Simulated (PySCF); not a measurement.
Ligands exchanged one at a time, B SH-H. Gas-phase values, no solvent. One relaxed conformer stands for each flexible species; it need not be the lowest. Strings in code marks are SMILES.

Level of theory: TPSSh-D3(BJ)/def2-TZVP // CAM-B3LYP-D3(BJ)/def2-TZVP run with PySCF. All candidates: neutral, multiplicity 1. Excitations are Tamm–Dancoff values on a coarser integration grid. The basis has no diffuse functions, so Rydberg states are missing or too high.

The LUMO is -1.68 eV and the T1 excitation (TDA) is 4.66 eV. The HOMO comes out as -7.84 eV.

Question: Identify which member has these values.
A) `BS` (H–B–S–H torsion 0°)
B) `SBS` (H–S–B–S torsion 0°, S–B–S–H torsion 0°)
C) `SB(S)S`

Answer: A, `BS` (H–B–S–H torsion 0°). The others give `SB(S)S`: -1.13 eV, 4.76 eV, -6.92 eV; `SBS` (H–S–B–S torsion 0°, S–B–S–H torsion 0°): -1.32 eV, 4.58 eV, -7.03 eV
